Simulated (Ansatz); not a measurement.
Consider the ligand exchange at the Sn–F bond: `[F][Sn]([Cl])([Cl])[Cl]` + NH₃ → `[NH2][Sn]([Cl])([Cl])[Cl]` + H–F.

Calculated with Ansatz (gas phase, PBE0-D4/def2-TZVP geometries, no zero-point term in ΔE). CCSD(T)/CBS is the MP2 limit (def2-TZVPP, def2-QZVPP) plus CCSD(T) − MP2 in def2-TZVPP, frozen cores. This one scheme is used for every species. DFT in def2-TZVPP. B3LYP here is the variant with VWN-RPA as its local correlation; programs differ in this. Elements past krypton have def2 core potentials. For Sn outer-core shells are correlated without core-valence functions, which leaves a few kJ/mol of doubt a bond. Each species was taken in one conformer, which may not be the lowest.

```json
{"level": "LDA (SPW92)", "ΔE (kJ/mol)": "32.5", "difference from CCSD(T)/CBS": "-0.6"}
{"level": "B97M-V", "ΔE (kJ/mol)": "52.9", "difference from CCSD(T)/CBS": "19.8"}
{"level": "PBE0-D4", "ΔE (kJ/mol)": "34.8", "difference from CCSD(T)/CBS": "1.7"}
{"level": "ωB97X-V", "ΔE (kJ/mol)": "42.3", "difference from CCSD(T)/CBS": "9.2"}
{"level": "ωB97M-V", "ΔE (kJ/mol)": "39.9", "difference from CCSD(T)/CBS": "6.8"}
{"level": "B2PLYP", "ΔE (kJ/mol)": "41.0", "difference from CCSD(T)/CBS": "7.9"}
{"level": "B3LYP", "ΔE (kJ/mol)": "47.3", "difference from CCSD(T)/CBS": "14.2"}
{"level": "r2SCAN0", "ΔE (kJ/mol)": "39.6", "difference from CCSD(T)/CBS": "6.5"}
{"level": "CCSD(T)/def2-SVP", "ΔE (kJ/mol)": "42.3", "difference from CCSD(T)/CBS": "9.2"}
{"level": "CCSD/def2-TZVPP", "ΔE (kJ/mol)": "31.7", "difference from CCSD(T)/CBS": "-1.4"}
{"level": "CCSD(T)/CBS", "ΔE (kJ/mol)": "33.1", "difference from CCSD(T)/CBS": "0"}
```

What do rigid-rotor, harmonic-oscillator terms from PBE0-D4/def2-TZVP frequencies (298.15 K, 1 bar) make of the CCSD(T)/CBS value? (Best estimate.)

Computed: ΔZPE = -4.6 kJ/mol, ΔH = +30.0 kJ/mol, ΔS = 12 J/(mol·K), ΔG = +26.3 kJ/mol.

Largest T1 diagnostic among the species: 0.012.

Leaving LDA and LC-ωPBE aside and taking each functional with its dispersion term where it has one, the values, not all of them listed here, spread over 21.1 kJ/mol, from PBE-QIDH to B97M-V. LDA lies −10.8 kJ/mol from PBE without D4. From BLYP to BHLYP (50 % exact exchange), in def2-TZVPP and without D4, ΔE moves by −7.0 kJ/mol. The D4 term adds −6.4 kJ/mol with B3LYP and −3.6 kJ/mol with PBE0; it sums over pairs of atoms, weighted by their polarisabilities, and B3LYP, whose exchange is more repulsive, gets the larger term.
